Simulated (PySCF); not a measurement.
C4H9O3Si (SMILES C=C[Si]([O])(OC)OC), doublet, geometry from GFN2-xTB; DF-TPSS/6-31G run with PySCF.

PySCF was given this input:
```python
from pyscf import gto, scf, dft

mol = gto.Mole()
mol.atom = '''
    C    -1.163783    2.320778   -0.054448
    C    -0.209185    1.610392    0.464487
    Si    0.171959   -0.253325   -0.237802
    O     0.230816   -0.048885   -1.752002
    O    -1.033368   -0.989531    0.580556
    C    -2.353456   -0.982096    0.153102
    O     1.421266   -0.667305    0.713728
    C     2.753471   -0.532762    0.334699
    H    -1.422834    3.299643    0.333557
    H    -1.733795    1.990957   -0.907016
    H     0.431904    1.842881    1.292590
    H    -2.424526   -1.172842   -0.919232
    H    -2.889259   -1.758083    0.702362
    H    -2.817356   -0.012551    0.366735
    H     3.332766   -1.293814    0.860553
    H     3.128938    0.455921    0.615991
    H     2.874739   -0.657676   -0.741603
'''
mol.basis = '6-31g'
mol.charge = 0
mol.spin = 1
mol.verbose = 4
mol.build()

mf = dft.UKS(mol)
mf.xc = 'tpss'
mf.level_shift = 1.0
mf.max_cycle = 100
mf = mf.density_fit(auxbasis='def2-universal-jkfit')
mf.kernel()
```

The log (banner, timings and long lists left out):

```
PySCF version 2.14.0

[INPUT] verbose = 4
[INPUT] num. atoms = 17
[INPUT] num. electrons = 71
[INPUT] charge = 0
[INPUT] spin (= nelec alpha-beta = 2S) = 1
[INPUT] symmetry False subgroup None
[INPUT] Mole.unit = angstrom
[INPUT] Symbol           X                Y                Z      unit          X                Y                Z       unit  Magmom
[...]
nuclear repulsion = 483.791466952346
number of shells = 60
number of NR pGTOs = 236
number of NR cGTOs = 94
basis = 6-31g
ecp = {}

******** <class 'pyscf.df.df_jk.DFUKS'> ********
method = DFUKS
initial guess = minao
damping factor = 0
level_shift factor = 1.0
DIIS = <class 'pyscf.scf.diis.CDIIS'>
diis_start_cycle = 1
diis_space = 8
diis_damp = 0
SCF conv_tol = 1e-09
SCF conv_tol_grad = None
SCF max_cycles = 100
direct_scf = False
number electrons alpha = 36  beta = 35
XC library pyscf.dft.libxc version 7.1.2
    S. Lehtola, C. Steigemann, M. J. T. Oliveira, and M. A. L. Marques,  SoftwareX 7, 1–5 (2018)
XC functionals = tpss
    J. Tao, J. P. Perdew, V. N. Staroverov, and G. E. Scuseria,  Phys. Rev. Lett. 91, 146401 (2003)
    J. P. Perdew, J. Tao, V. N. Staroverov, and G. E. Scuseria,  J. Chem. Phys. 120, 6898 (2004)
    J. Tao, J. P. Perdew, V. N. Staroverov, and G. E. Scuseria,  Phys. Rev. Lett. 91, 146401 (2003)
    J. P. Perdew, J. Tao, V. N. Staroverov, and G. E. Scuseria,  J. Chem. Phys. 120, 6898 (2004)
radial grids:
    Treutler-Ahlrichs [JCP 102, 346 (1995); DOI:10.1063/1.469408] (M4) radial grids

becke partition: Becke, JCP 88, 2547 (1988); DOI:10.1063/1.454033
pruning grids: <function nwchem_prune>
grids dens level: 3
symmetrized grids: False
atomic radii adjust function: <function treutler_atomic_radii_adjust>
small_rho_cutoff = 0
Set gradient conv threshold to 3.16228e-05
tot grids = 206176
init E= -673.793731500602

cycle= 1 E= -672.29789610637  delta_E=  1.5  |g|= 0.993  |ddm|= 2.64
cycle= 2 E= -672.75117090626  delta_E= -0.453  |g|= 0.425  |ddm|= 1.07
cycle= 3 E= -672.820581049007  delta_E= -0.0694  |g|= 0.205  |ddm|= 0.34
cycle= 4 E= -672.839710120285  delta_E= -0.0191  |g|= 0.0995  |ddm|= 0.152
cycle= 5 E= -672.846012089392  delta_E= -0.0063  |g|= 0.0519  |ddm|= 0.0846
cycle= 6 E= -672.848780863336  delta_E= -0.00277  |g|= 0.0365  |ddm|= 0.0543
cycle= 7 E= -672.850487972622  delta_E= -0.00171  |g|= 0.028  |ddm|= 0.0405
cycle= 8 E= -672.851626352033  delta_E= -0.00114  |g|= 0.0239  |ddm|= 0.0343
cycle= 9 E= -672.852478617887  delta_E= -0.000852  |g|= 0.0219  |ddm|= 0.0277
cycle= 10 E= -672.853135652291  delta_E= -0.000657  |g|= 0.0208  |ddm|= 0.0238
cycle= 11 E= -672.853693261289  delta_E= -0.000558  |g|= 0.0183  |ddm|= 0.02
cycle= 12 E= -672.854084151759  delta_E= -0.000391  |g|= 0.019  |ddm|= 0.02
cycle= 13 E= -672.854398352234  delta_E= -0.000314  |g|= 0.0198  |ddm|= 0.0171
cycle= 14 E= -672.854718696159  delta_E= -0.00032  |g|= 0.0171  |ddm|= 0.0142
cycle= 15 E= -672.85491114576  delta_E= -0.000192  |g|= 0.0188  |ddm|= 0.0146
cycle= 16 E= -672.855081523152  delta_E= -0.00017  |g|= 0.0195  |ddm|= 0.0127
cycle= 17 E= -672.855238895304  delta_E= -0.000157  |g|= 0.0193  |ddm|= 0.0111
cycle= 18 E= -672.85538777239  delta_E= -0.000149  |g|= 0.0183  |ddm|= 0.00978
cycle= 19 E= -672.855508989369  delta_E= -0.000121  |g|= 0.0176  |ddm|= 0.00894
cycle= 20 E= -672.855588851591  delta_E= -7.99e-05  |g|= 0.0183  |ddm|= 0.00882
cycle= 21 E= -672.85565964623  delta_E= -7.08e-05  |g|= 0.0187  |ddm|= 0.00795
cycle= 22 E= -672.855735071383  delta_E= -7.54e-05  |g|= 0.0184  |ddm|= 0.00693
cycle= 23 E= -672.855800946937  delta_E= -6.59e-05  |g|= 0.0181  |ddm|= 0.00652
cycle= 24 E= -672.855864299265  delta_E= -6.34e-05  |g|= 0.0174  |ddm|= 0.00597
cycle= 25 E= -672.855935872152  delta_E= -7.16e-05  |g|= 0.0156  |ddm|= 0.00636
cycle= 26 E= -672.855970224549  delta_E= -3.44e-05  |g|= 0.0165  |ddm|= 0.00634
cycle= 27 E= -672.85600044077  delta_E= -3.02e-05  |g|= 0.0171  |ddm|= 0.00567
cycle= 28 E= -672.856036602147  delta_E= -3.62e-05  |g|= 0.017  |ddm|= 0.00543
[...]
cycle= 54 E= -672.856448877665  delta_E= -1.2e-08  |g|= 0.00553  |ddm|= 0.0017
cycle= 55 E= -672.856452539932  delta_E= -3.66e-06  |g|= 0.00529  |ddm|= 0.0013
cycle= 56 E= -672.856454995678  delta_E= -2.46e-06  |g|= 0.00525  |ddm|= 0.00123
cycle= 57 E= -672.856460731679  delta_E= -5.74e-06  |g|= 0.00445  |ddm|= 0.00131
cycle= 58 E= -672.856463612584  delta_E= -2.88e-06  |g|= 0.00424  |ddm|= 0.00111
cycle= 59 E= -672.856466873673  delta_E= -3.26e-06  |g|= 0.00387  |ddm|= 0.0011
cycle= 60 E= -672.856469641933  delta_E= -2.77e-06  |g|= 0.00358  |ddm|= 0.00105
cycle= 61 E= -672.856472196469  delta_E= -2.55e-06  |g|= 0.0033  |ddm|= 0.000996
cycle= 62 E= -672.856474121796  delta_E= -1.93e-06  |g|= 0.00315  |ddm|= 0.000951
cycle= 63 E= -672.856474851431  delta_E= -7.3e-07  |g|= 0.00334  |ddm|= 0.00101
cycle= 64 E= -672.856475054529  delta_E= -2.03e-07  |g|= 0.00364  |ddm|= 0.00102
cycle= 65 E= -672.856475302631  delta_E= -2.48e-07  |g|= 0.00386  |ddm|= 0.000937
cycle= 66 E= -672.856475628339  delta_E= -3.26e-07  |g|= 0.00401  |ddm|= 0.000866
cycle= 67 E= -672.856478716603  delta_E= -3.09e-06  |g|= 0.00334  |ddm|= 0.000929
cycle= 68 E= -672.856480890384  delta_E= -2.17e-06  |g|= 0.0029  |ddm|= 0.000847
cycle= 69 E= -672.85648366542  delta_E= -2.78e-06  |g|= 0.00212  |ddm|= 0.0011
cycle= 70 E= -672.8564856725  delta_E= -2.01e-06  |g|= 0.00144  |ddm|= 0.00102
cycle= 71 E= -672.856486197361  delta_E= -5.25e-07  |g|= 0.00164  |ddm|= 0.00088
cycle= 72 E= -672.856485998278  delta_E= 1.99e-07  |g|= 0.00215  |ddm|= 0.00102
cycle= 73 E= -672.856486399181  delta_E= -4.01e-07  |g|= 0.00223  |ddm|= 0.000698
cycle= 74 E= -672.856487349711  delta_E= -9.51e-07  |g|= 0.002  |ddm|= 0.000596
cycle= 75 E= -672.856488164085  delta_E= -8.14e-07  |g|= 0.00181  |ddm|= 0.000598
cycle= 76 E= -672.856488730302  delta_E= -5.66e-07  |g|= 0.00176  |ddm|= 0.000559
cycle= 77 E= -672.856489805272  delta_E= -1.07e-06  |g|= 0.00132  |ddm|= 0.000664
cycle= 78 E= -672.856490517867  delta_E= -7.13e-07  |g|= 0.00104  |ddm|= 0.000578
cycle= 79 E= -672.856490873055  delta_E= -3.55e-07  |g|= 0.00107  |ddm|= 0.000543
cycle= 80 E= -672.85649128425  delta_E= -4.11e-07  |g|= 0.000998  |ddm|= 0.000472
cycle= 81 E= -672.856491478512  delta_E= -1.94e-07  |g|= 0.00111  |ddm|= 0.000507
cycle= 82 E= -672.856491583316  delta_E= -1.05e-07  |g|= 0.00126  |ddm|= 0.000505
cycle= 83 E= -672.856491834572  delta_E= -2.51e-07  |g|= 0.00124  |ddm|= 0.000407
cycle= 84 E= -672.856492036535  delta_E= -2.02e-07  |g|= 0.00126  |ddm|= 0.000401
cycle= 85 E= -672.856492308503  delta_E= -2.72e-07  |g|= 0.0012  |ddm|= 0.000365
cycle= 86 E= -672.856492828124  delta_E= -5.2e-07  |g|= 0.000843  |ddm|= 0.00047
cycle= 87 E= -672.856493155093  delta_E= -3.27e-07  |g|= 0.000666  |ddm|= 0.000404
cycle= 88 E= -672.856493271603  delta_E= -1.17e-07  |g|= 0.000771  |ddm|= 0.000413
cycle= 89 E= -672.856493366263  delta_E= -9.47e-08  |g|= 0.00086  |ddm|= 0.000379
cycle= 90 E= -672.856493491239  delta_E= -1.25e-07  |g|= 0.000881  |ddm|= 0.00033
cycle= 91 E= -672.856493649387  delta_E= -1.58e-07  |g|= 0.000843  |ddm|= 0.000303
cycle= 92 E= -672.856493816488  delta_E= -1.67e-07  |g|= 0.000784  |ddm|= 0.000294
cycle= 93 E= -672.856493988271  delta_E= -1.72e-07  |g|= 0.000694  |ddm|= 0.000289
cycle= 94 E= -672.856494204205  delta_E= -2.16e-07  |g|= 0.000492  |ddm|= 0.000321
cycle= 95 E= -672.856494318098  delta_E= -1.14e-07  |g|= 0.000467  |ddm|= 0.000275
cycle= 96 E= -672.856494374902  delta_E= -5.68e-08  |g|= 0.00054  |ddm|= 0.000288
cycle= 97 E= -672.856494423  delta_E= -4.81e-08  |g|= 0.000601  |ddm|= 0.00027
cycle= 98 E= -672.856494446873  delta_E= -2.39e-08  |g|= 0.00068  |ddm|= 0.00027
cycle= 99 E= -672.856494553715  delta_E= -1.07e-07  |g|= 0.000603  |ddm|= 0.000229
cycle= 100 E= -672.856494678147  delta_E= -1.24e-07  |g|= 0.00048  |ddm|= 0.000238
SCF not converged.
SCF energy = -672.856494678147 after 100 cycles  <S^2> = 0.75614991  2S+1 = 2.0061405
```

Convergence was not reached.
